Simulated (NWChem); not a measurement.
Molecule: ZnH, doublet; SMILES [ZnH]

Results from NWChem. Spin-unrestricted. The spin multiplicity was typed, not searched, and may not be the lowest. No stability test was run on the SCF state. Each level has its own optimisation; frequencies are unscaled.

For level PBE0/def2-SVP:

| Property | Result |
|---|---|
| highest harmonic frequency (cm⁻¹) | 1490 |

### Question
How do the values read with level BLYP/def2-SVP instead?

### Answer
The highest harmonic frequency (cm⁻¹) is 1335.
